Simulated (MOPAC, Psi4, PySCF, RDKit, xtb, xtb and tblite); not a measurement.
Two geometries of SMILES O[SiH2][SiH2]F (H5FOSi2), relaxed at GFN2-xTB with one dihedral held; other torsions can differ between them too.

Structure A

```
9

O     -1.6932     0.3714    -0.8641
Si    -0.8573    -0.5446     0.1913
Si     1.2822     0.2555     0.0024
F      1.4384     1.6176     0.8592
H     -2.6271     0.2641    -1.0220
H     -1.4855    -0.4384     1.5167
H     -0.9845    -1.9591    -0.1912
H      2.2908    -0.6124     0.6085
H      1.7480     0.6724    -1.3181
```

Structure B

```
9

O     -1.6714     0.3500    -0.8486
Si    -0.8616    -0.5857     0.2130
Si     1.2667     0.2370     0.0154
F      1.9027     0.2866     1.5037
H     -2.6023     0.2409    -1.0218
H     -1.4971    -0.4716     1.5345
H     -1.0223    -1.9988    -0.1676
H      2.2166    -0.6076    -0.7096
H      1.4378     1.6159    -0.4368
```

**Question.** Which is lower in energy at the level Psi4 with DF-MP2 (frozen core)/cc-pVTZ // GFN2-xTB, and by how much?

**Answer.** A is lower, by 0.76 kcal/mol (dihedral O1–Si2–Si3–F4: 80° in A, 140° in B).

E(B) − E(A) in kcal/mol at the other levels, on the same two geometries: GFN2-xTB (xtb and tblite) -1.15; MMFF94 // GFN2-xTB (RDKit) 1.20; PBE/def2-TZVP // GFN2-xTB (Psi4) 0.73; PBE-D3(BJ)/def2-TZVP // GFN2-xTB (Psi4) 0.72; wB97X-D/def2-TZVP // GFN2-xTB (Psi4) 0.73; HF/cc-pVTZ // GFN2-xTB (Psi4) 0.75; UFF // GFN2-xTB (RDKit) 0.94; PM6, restricted, heats of formation // GFN2-xTB (MOPAC) 0.50; PM3, restricted, heats of formation // GFN2-xTB (MOPAC) 1.06; GFN1-xTB // GFN2-xTB (xtb) -0.18; restricted B3LYP/6-31G*, spherical d // GFN2-xTB (PySCF) 0.79; restricted BP86/6-31G*, spherical d // GFN2-xTB (PySCF) 0.88; restricted B3LYP/LANL2DZ, with its core potentials past Ne // GFN2-xTB (PySCF) 0.14; restricted Hartree-Fock/6-31G*, spherical d // GFN2-xTB (PySCF) 0.58.
